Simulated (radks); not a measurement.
The germanium anion Ge4-, [Kr], held by a Watson sphere: a shell of charge +4 at radius R that stands for the Madelung well of a crystal (potential energy -4/R inside, -4/r outside, in hartree with lengths in bohr). Method: scalar-relativistic Kohn-Sham, LDA (Slater exchange, VWN5 correlation), spin-unpolarised, spherical densities, point nucleus; computed with a radial shooting solver on a logarithmic mesh with Libxc functionals. Response by self-consistent Sternheimer equations with the Hartree and adiabatic LDA kernel, the relativistic mass of each level held fixed and spin-orbit coupling left out. The sphere does not respond.

| R (bohr) | e(3d) (eV) | e(4s) (eV) | e(4p) (eV) | <r> 4p (bohr) | sum of <r^2> (bohr^2) | X-ray form factor at sin(theta)/lambda = 0.2 1/angstrom | alpha (bohr^3) |
|---|---|---|---|---|---|---|---|
| 2.98 | -27.414 | -12.942 | -6.120 | 2.957 | 84.00 | 25.384 | 71.11 |
| 3.04 | -27.325 | -12.764 | -6.012 | 2.991 | 85.55 | 25.365 | 74.57 |
| 3.07 | -27.284 | -12.677 | -5.958 | 3.008 | 86.33 | 25.357 | 76.37 |
| 3.21 | -27.117 | -12.293 | -5.716 | 3.087 | 90.03 | 25.325 | 85.28 |
| 4.4 | -26.519 | -10.152 | -4.105 | 3.776 | 125.6 | 25.338 | 208.8 |
| 4.46 | -26.509 | -10.086 | -4.044 | 3.812 | 127.6 | 25.345 | 217.8 |
| 5 | -26.450 | -9.624 | -3.564 | 4.133 | 146.6 | 25.411 | 313.0 |
| 5.05 | -26.447 | -9.592 | -3.526 | 4.162 | 148.5 | 25.417 | 323.1 |
